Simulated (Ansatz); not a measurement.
Diatomic Ni2, multiplicity 3 (lowest of 2S+1 = 1, 3, 5 at PBE0/def2-TZVPP; our sources give no spin for the ground state, which may be another). No spin–orbit coupling. Ni is treated without relativity.

Constants: fifth-degree fit in 1/R to seven points, most abundant isotopes. Runs in def2 and cc sets follow the lowest solution found near the PBE0 minimum.

Run with Ansatz (Gaussian orbitals). Each number belongs to the level named beside it.

Energies at B3LYP/def2-TZVPP:

```
R (Å)        E (hartree)
--------  --------------
2.128851  -3016.71996741
2.186078  -3016.72289364
2.238727  -3016.72434071
2.298243  -3016.72483574
2.357759  -3016.72438247
2.426432  -3016.72296187
2.506550  -3016.72041843
```

Q: With a reduced mass of 28.9677 u, find the minimum, the force constant and the constants.

A: A fifth-degree polynomial in 1/R puts the minimum at r_e = 2.2970 Å with force constant 117 N/m. Then ω_e = (1/2πc)√(k/μ) = 262 cm⁻¹ and B_e = h/(8π²cμr_e²) = 0.1103 cm⁻¹; the cubic and quartic terms give α_e = 0.00064 and ω_e x_e = 1.1 cm⁻¹.

Ansatz is an electronic-structure program.
